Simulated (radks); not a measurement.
The numbers below are computed, except where a source is named.
These are the eigenvalues of the occupied orbitals of an atom or ion with whole-number occupations (eV). Level of theory: scalar-relativistic Kohn-Sham, PBE, spin-unpolarised, spherical densities, finite nucleus; Fermi nuclear charge, rms radius of each element as measured or else 0.836 A^(1/3) + 0.57 fm (a radial shooting solver on a logarithmic mesh with Libxc functionals).

1s: -57382.93
2s: -9658.927
2p: -8546.372
3s: -2182.926
3p: -1844.398
3d: -1420.279
4s: -448.7081
4p: -337.0325
4d: -187.2977
5s: -66.6027
5p: -39.5135
4f: -23.1291
6s: -10.3574
5d: -9.4984

Which element is it, and in what charge state? The configuration may be excited.

Answer. Z = 68, erbium, charge +1: Er+ in [Xe] 4f10 5d2 6s1. The list shows which subshells hold electrons but not how many an open one holds; the 1s level, -2108.8 hartree, gives Z - s = 64.9 by -(Z - s)^2/2, which with screening and relativity narrows Z to a few neighbours, and the depths of the outer levels then fix element, charge and occupations together.
